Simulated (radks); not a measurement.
Values are calculated unless marked as measured or tabulated.
Removal energies from the lanthanum ion La13+, [Kr] 4d8, by Delta-SCF beside the eigenvalue of the level emptied. Code: a radial shooting solver on a logarithmic mesh with Libxc functionals. Model: non-relativistic Kohn-Sham, PBE, spin-polarised, spherical densities, point nucleus. Open shells are filled with parallel spins first.

[
 {"removed from": "4d", "final configuration": "[Kr] 4d7", "Delta-SCF (eV)": "336.78", "-eigenvalue (eV)": "322.11"},
 {"removed from": "4p", "final configuration": "[Ar] 3d10 4s2 4p5 4d8", "Delta-SCF (eV)": "427.36", "-eigenvalue (eV)": "412.13"},
 {"removed from": "4s", "final configuration": "[Ar] 3d10 4s1 4p6 4d8", "Delta-SCF (eV)": "478.74", "-eigenvalue (eV)": "463.25"},
 {"removed from": "3d", "final configuration": "[Ar] 3d9 4s2 4p6 4d8", "Delta-SCF (eV)": "1100.5", "-eigenvalue (eV)": "1066.7"}
]
